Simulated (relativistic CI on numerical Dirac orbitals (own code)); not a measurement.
## Level scheme of As19+

Computed by Dirac-Coulomb-Breit CI, orbitals from a KLI potential per configuration, a model potential for QED, unscaled Slater integrals (own radial code, finite nucleus).

Configuration list (outside the closed core [Ne]): 3s2 3p2, 3s 3p3, 3s2 3p 3d, 3p4, 3s 3p2 3d, 3p3 3d, 3s 3p 3d2, 3s2 3d 4p, 3p3 4s, 3s2 3p 4s, 3p3 4p, 3s 3p 3d 4s, 3s2 3p 4p, 3s2 3d2, 3s 3d3, 3p2 3d2, 3p 3d3, 3p 3d2 4s, 3p 3d2 4p, 3s2 3d 4s, 3s 3d2 4s. Double excitations out of closed p, d and f shells are left out; levels of such configurations are missing from the list, as are those of other unlisted configurations, and high levels can miss mixing partners.

The lowest level is 3s2 3p2 3P_0, with 87 % of that term; Hund's rules for 3s2 3p2 give 3P with J = 0, in agreement.

| No. | Configuration | Term | J | E (eV) | % | Landé g |
| --- | --- | --- | --- | --- | --- | --- |
| 1 | 3s2 3p2 | 3P | 0 | 0.000 | 87 |  |
| 2 | 3s2 3p2 | 3P | 1 | 5.010 | 97 | 1.499 |
| 3 | 3s2 3p2 | 3P | 2 | 7.733 | 68 | 1.350 |
| 4 | 3s2 3p2 | 1D | 2 | 15.607 | 68 | 1.147 |
| 5 | 3s2 3p2 | 1S | 0 | 23.488 | 86 |  |
| 6 | 3s 3p3(4S°) | 5S° | 2 | 46.101 | 93 | 1.967 |
| 7 | 3s 3p3(2D°) | 3D° | 1 | 58.841 | 74 | 0.631 |
| 8 | 3s 3p3(2D°) | 3D° | 2 | 59.165 | 72 | 1.233 |
| 9 | 3s 3p3(2D°) | 3D° | 3 | 61.141 | 88 | 1.332 |
| 10 | 3s 3p3(2P°) | 3P° | 0 | 68.144 | 89 |  |
| 11 | 3s 3p3(2P°) | 3P° | 1 | 68.766 | 76 | 1.392 |
| 12 | 3s 3p3(2P°) | 3P° | 2 | 68.961 | 47 | 1.322 |
| 13 | 3s2 3p 3d | 1D° | 2 | 75.163 | 34 | 1.123 |
| 14 | 3s 3p3(4S°) | 3S° | 1 | 82.479 | 63 | 1.656 |
| 15 | 3s2 3p 3d | 3F° | 2 | 83.062 | 91 | 0.691 |
| 16 | 3s2 3p 3d | 3F° | 3 | 85.696 | 94 | 1.087 |
| 17 | 3s2 3p 3d | 3F° | 4 | 90.403 | 98 | 1.249 |
| 18 | 3s 3p3(2P°) | 1P° | 1 | 90.579 | 53 | 1.310 |
| 19 | 3s2 3p 3d | 3P° | 2 | 93.373 | 49 | 1.303 |
| 20 | 3s2 3p 3d | 3D° | 1 | 94.946 | 52 | 0.870 |
| 21 | 3s2 3p 3d | 1D° | 2 | 98.813 | 33 | 1.065 |
| 22 | 3s2 3p 3d | 3P° | 0 | 99.270 | 88 |  |
| 23 | 3s2 3p 3d | 3P° | 1 | 100.244 | 55 | 1.148 |
| 24 | 3s2 3p 3d | 3D° | 3 | 100.253 | 81 | 1.311 |
| 25 | 3s2 3p 3d | 3D° | 2 | 101.265 | 37 | 1.283 |
| 26 | 3s2 3p 3d | 1F° | 3 | 108.926 | 92 | 1.015 |
| 27 | 3s2 3p 3d | 1P° | 1 | 111.953 | 81 | 0.983 |
| 28 | 3p4 | 3P | 2 | 118.423 | 47 | 1.400 |
| 29 | 3s 3p2(3P)<4P> 3d | 5F | 1 | 122.279 | 87 | 0.147 |
| 30 | 3s 3p2(3P)<4P> 3d | 5F | 2 | 123.328 | 86 | 1.052 |
| 31 | 3p4 | 3P | 0 | 124.111 | 47 |  |
| 32 | 3p4 | 3P | 1 | 124.169 | 49 | 1.409 |
| 33 | 3s 3p2(3P)<4P> 3d | 5F | 3 | 124.914 | 82 | 1.288 |
| 34 | 3p4 | 1D | 2 | 126.343 | 49 | 1.098 |
| 35 | 3s 3p2(3P)<4P> 3d | 5F | 4 | 127.360 | 88 | 1.362 |
| 36 | 3s 3p2(3P)<4P> 3d | 5D | 0 | 128.612 | 92 |  |
| 37 | 3s 3p2(3P)<4P> 3d | 5D | 1 | 128.908 | 88 | 1.459 |
| 38 | 3s 3p2(3P)<4P> 3d | 5D | 2 | 129.103 | 76 | 1.405 |
| 39 | 3s 3p2(3P)<4P> 3d | 5D | 3 | 129.469 | 64 | 1.409 |
| 40 | 3s 3p2(3P)<4P> 3d | 5F | 5 | 130.169 | 96 | 1.392 |
| 41 | 3s 3p2(3P)<4P> 3d | 5D | 4 | 130.847 | 68 | 1.425 |
| 42 | 3s 3p2(1D)<2D> 3d | 3F | 2 | 132.787 | 86 | 0.721 |
| 43 | 3s 3p2(1D)<2D> 3d | 3F | 3 | 134.882 | 75 | 1.159 |
| 44 | 3s 3p2(3P)<4P> 3d | 5P | 3 | 137.423 | 81 | 1.617 |
| 45 | 3s 3p2(1D)<2D> 3d | 3F | 4 | 138.311 | 68 | 1.298 |
| 46 | 3s 3p2(3P)<4P> 3d | 5P | 2 | 138.525 | 89 | 1.794 |
| 47 | 3s 3p2(3P)<4P> 3d | 5P | 1 | 139.192 | 94 | 2.449 |
| 48 | 3s 3p2(3P)<4P> 3d | 3P | 2 | 140.354 | 58 | 1.468 |
| 49 | 3p4 | 1S | 0 | 140.595 | 49 |  |
| 50 | 3s 3p2(3P)<4P> 3d | 3P | 1 | 143.879 | 52 | 1.350 |
| 51 | 3s 3p2(1D)<2D> 3d | 3G | 3 | 146.756 | 83 | 0.794 |
| 52 | 3s 3p2(1D)<2D> 3d | 3P | 0 | 147.389 | 52 |  |
| 53 | 3s 3p2(3P)<4P> 3d | 3D | 2 | 147.655 | 54 | 1.049 |
| 54 | 3s 3p2(1D)<2D> 3d | 3G | 4 | 148.016 | 91 | 1.060 |
| 55 | 3s 3p2(3P)<4P> 3d | 3D | 1 | 148.737 | 77 | 0.695 |
| 56 | 3s 3p2(3P)<4P> 3d | 3D | 3 | 148.866 | 74 | 1.258 |
| 57 | 3s 3p2(1D)<2D> 3d | 3G | 5 | 149.601 | 95 | 1.206 |
| 58 | 3s 3p2(1D)<2D> 3d | 1G | 4 | 149.954 | 69 | 1.039 |
| 59 | 3s 3p2(1D)<2D> 3d | 1F | 3 | 151.027 | 53 | 1.050 |
| 60 | 3s 3p2(3P)<4P> 3d | 3F | 2 | 151.307 | 45 | 0.932 |
| 61 | 3s 3p2(3P)<4P> 3d | 3F | 3 | 153.498 | 54 | 1.176 |
| 62 | 3s 3p2(1D)<2D> 3d | 3D | 1 | 153.874 | 91 | 0.544 |
| 63 | 3s 3p2(3P)<2P> 3d | 1P | 1 | 154.421 | 51 | 0.821 |
| 64 | 3s 3p2(1D)<2D> 3d | 3D | 2 | 154.894 | 72 | 1.080 |
| 65 | 3s 3p2(1D)<2D> 3d | 3P | 0 | 155.064 | 78 |  |
| 66 | 3s 3p2(1D)<2D> 3d | 3P | 1 | 156.086 | 68 | 1.492 |
| 67 | 3s 3p2(3P)<4P> 3d | 3F | 4 | 157.166 | 77 | 1.215 |
| 68 | 3s 3p2(1D)<2D> 3d | 3P | 2 | 157.647 | 59 | 1.414 |
| 69 | 3s 3p2(3P)<4P> 3d | 3D | 3 | 158.402 | 67 | 1.240 |
| 70 | 3s 3p2(3P)<2P> 3d | 3D | 1 | 159.348 | 44 | 1.148 |

Energies count from the lowest computed level; ° marks odd parity. Percentages are summed over parent terms; the parents shown are those of the largest component, closed shells are left out there, and <> holds an intermediate term.

The mean weight of the leading LS term, summed over parents, in these 70 levels is 71 %, and that of the leading jj configuration (from the same eigenvectors) 56 %, so LS coupling describes them better.

At this charge energies of transitions that change n are usually good to better than 1 %, and those within a shell (Δn = 0) to a few per cent.

LS names give the leading component of a level, which can be under half, so a name can repeat, a term be missing and a line seem to break the LS rules.
